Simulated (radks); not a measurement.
Effect of the nuclear size on neutral bromine, [Ar] 3d10 4s2 4p5. Method: Dirac Kohn-Sham, BLYP, spin-unpolarised, spherical densities, finite nucleus; open shells fill j = l - 1/2 first; Fermi nuclear charge, rms radius 4.1629 fm; computed with a radial shooting solver on a logarithmic mesh with Libxc functionals. The rms radius is varied about that value; shifts are against it.

rms radius (fm)  total energy shift (eV)  density at nucleus (e/bohr^3)  1s1/2 shift (meV)  2s1/2 shift (meV)  3s1/2 shift (meV)  3p1/2 shift (meV)  4s1/2 shift (meV)
3.501                             -0.159                      4.497e+04              -67.4              -6.77              -1.06              0.098             -0.111
3.9756                           -0.0475                      4.454e+04              -20.2              -2.03             -0.318              0.029             -0.033
4.1629                                 0                      4.438e+04              0.000              0.000              0.000              0.000              0.000
4.5417                             0.102                      4.409e+04               43.4               4.36              0.684             -0.063              0.071
5.1329                             0.278                      4.368e+04                118               11.9               1.86             -0.172              0.194

Slopes of the eigenvalues against <r^2> in GHz/fm^2, as finite differences over the two radii next to the reference (eigenvalue slopes, not the field-shift constants of lines): 1s1/2 3190, 2s1/2 320, 3s1/2 50.2, 3p1/2 -4.64, 4s1/2 5.25.
